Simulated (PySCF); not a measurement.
C3H8B (charge -1).
Z-matrix (Å and degrees, PBE0-D3(BJ)/def2-SVP geometry), rows numbered from 1:
```
B 
C   1  1.6178
C   2  1.3466  1  125.78
C   2  1.5081  1  116.31  3   179.99
H   1  1.2535  2  109.10  3  -121.69
H   1  1.2462  2  111.99  3     0.06
H   1  1.2535  2  109.08  3   121.81
H   3  1.1033  2  122.70  1   179.98
H   3  1.0966  2  120.87  1    -0.02
H   4  1.1072  2  113.83  1   179.98
H   4  1.1048  2  110.30  1   -57.99
H   4  1.1047  2  110.30  1    57.94
```

The closed-shell ground state was solved at several levels (PySCF, density fitting, gas phase, non-relativistic). No diffuse functions stand in pcSseg-1 and pcSseg-2, which bears on an anion's orbital energies.

```tsv
level	basis functions	HOMO (eV)	LUMO (eV)	gap (eV)
B3LYP/def2-SVPD	144	-1.42	4.15	5.57
PBE0/pcSseg-1	108	-1.49	5.60	7.09
LDA/def2-SVPD	144	-0.63	3.79	4.42
PBE0/6-31+G*	88	-1.57	3.77	5.34
PBE0/pcSseg-2	256	-1.62	4.53	6.15
PBE/def2-SVPD	144	-0.51	3.84	4.35
```

What might CAM-B3LYP/def2-SVPD (144 basis functions) give for the same quantities?

HOMO -2.92 eV, LUMO 4.94 eV, gap 7.86 eV.

Over all these levels, which gives the widest orbital gap and which the narrowest?

CAM-B3LYP/def2-SVPD (range-separated hybrid) has the widest, 7.86 eV, and PBE/def2-SVPD (GGA) the narrowest, 4.35 eV. The two share the basis. From the narrowest to the widest the HOMO moves by -2.41 eV and the LUMO by +1.10 eV.

How much does the basis alone move the frontier levels among the 3 PBE0 rows?

The HOMO by 0.13 eV and the LUMO by 1.83 eV. By rising basis size (HOMO, LUMO in eV): 6-31+G* -1.57, 3.77; pcSseg-1 -1.49, 5.60; pcSseg-2 -1.62, 4.53.
